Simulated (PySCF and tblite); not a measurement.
Results of a calculation; reference values are marked as such.
System: C₅H₁₂S₂, numbered as in [CH3:1][S:2][S:3][CH2:4][CH:5]([CH3:6])[CH3:7].

Motion: rotation about the C4–C5 bond (torsion S3–C4–C5–C6 from 172° to 68°, falling). GFN2-xTB gives an electronic barrier of 2.2 kcal/mol and a reaction energy of 0.8 kcal/mol.

**Question.** What does PBE0/pcSseg-1 + D3(BJ) give on GFN2-xTB geometries?

**Answer.** A barrier of 3.4 kcal/mol, 1.1 above the tight-binding barrier (from unrounded values), a reaction energy of 1.1 kcal/mol and, with GFN2-xTB thermal terms, ΔG‡(298 K) = 4.0 kcal/mol and k = 7.6×10⁹ s⁻¹ (1 equivalent path).

Programs: tblite and PySCF.
